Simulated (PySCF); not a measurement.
Run record: excited-state job, `BP[SiH2]N`.

Computed with TDDFT B3LYP/def2-SVPD, vertical, gas phase, core orbitals frozen in the response (PySCF 2.14.0, density-fitted response routines). Geometry: GFN2-xTB. The input is one job of a driver script: a line of settings, then coordinates in Å.

Input:
```
{"job": {"kind": "uv", "xc": "B3LYP", "basis": "def2-SVPD", "nstates": 8, "ntriplets": 3}, "charge": 0, "multiplicity": 1}
B      2.372817    -0.204529    -0.408342
P      0.915852     0.854339    -0.129659
Si    -0.859086    -0.496453    -0.128048
N     -2.170194     0.583134     0.119331
H      3.321579    -0.113291     0.268464
H      2.389086    -0.881249    -1.364197
H      1.001569     1.187244     1.203747
H     -0.891875    -1.447137     0.988681
H     -0.830571    -1.235619    -1.399821
H     -3.116657     0.241139     0.125445
H     -2.127096     1.515094    -0.261644
```

Output:
```
coarse grid: 9736 points
cycle   1  E = -714.3289502199  dE =  1.279e-01  |g| = 4.496e-01  |ddm| = 3.856e+00
cycle   2  E = -714.2781037757  dE =  5.085e-02  |g| = 6.529e-01  |ddm| = 1.422e+00
cycle   3  E = -714.3778564333  dE = -9.975e-02  |g| = 5.600e-02  |ddm| = 7.467e-01
cycle   4  E = -714.3785877293  dE = -7.313e-04  |g| = 2.555e-02  |ddm| = 1.235e-01
cycle   5  E = -714.3788259978  dE = -2.383e-04  |g| = 6.271e-03  |ddm| = 4.656e-02
cycle   6  E = -714.3788388365  dE = -1.284e-05  |g| = 1.813e-03  |ddm| = 1.404e-02
cycle   7  E = -714.3788400547  dE = -1.218e-06  |g| = 3.415e-04  |ddm| = 4.113e-03
final grid: 83656 points
cycle   8  E = -714.4623043787  dE = -1.551e-05  |g| = 3.810e-03  |ddm| = 4.349e-02
cycle   9  E = -714.4623002615  dE =  4.117e-06  |g| = 5.824e-03  |ddm| = 1.049e-02
cycle  10  E = -714.4623079016  dE = -7.640e-06  |g| = 3.819e-04  |ddm| = 6.456e-03
cycle  11  E = -714.4623079490  dE = -4.741e-08  |g| = 9.419e-05  |ddm| = 9.257e-04
cycle  12  E = -714.4623079522  dE = -3.134e-09  |g| = 2.410e-05  |ddm| = 2.154e-04
cycle  13  E = -714.4623079524  dE = -1.980e-10  |g| = 1.086e-05  |ddm| = 5.726e-05
converged SCF energy = -714.4623079524

Static polarisability (au): isotropic 79.371, principal 64.302 74.690 99.120

Singlet excitations
state   eV       nm        f      main configurations
  1   4.7937    258.6   0.01253   H-1->L 0.75, H->L 0.21
  2   4.8609    255.1   0.09097   H->L 0.69, H-1->L 0.24
  3   5.7220    216.7   0.04444   H-2->L 0.88
  4   6.0216    205.9   0.00785   H-3->L 0.93
  5   6.0672    204.4   0.00909   H-1->L+1 0.95
  6   6.2286    199.1   0.11874   H->L+1 0.85
  7   6.5294    189.9   0.02127   H->L+2 0.89
  8   6.7574    183.5   0.00238   H-1->L+2 0.96

Triplet excitations (Tamm-Dancoff, eV): 3.5615 4.7207 5.1467
```

The SCF starts on a coarse grid where the log names one; the energy can jump when the final grid takes over, and dE then counts from the start density on the new grid. H and L stand for HOMO and LUMO; the number after each pair is its weight.

Question: How does the lowest singlet excitation compare with the HOMO–LUMO gap?

Answer: HOMO -7.21 eV and LUMO -1.82 eV give a gap of 5.39 eV; S1 at 4.79 eV lies 0.60 eV below it.

Summary of the converged run: HOMO -7.21 eV, LUMO -1.82 eV; lowest singlet 4.79 eV; lowest triplet 3.56 eV (Tamm–Dancoff); mean polarisability 79.4 au.

Question: Estimate the wall time. Hardware: one thread, Arm Neoverse V1, no GPU, shared host.

Answer: About 10 s.

One conformer stands for the species.
Labels such as C1 count atoms from 1, the log's own numbers from 0.
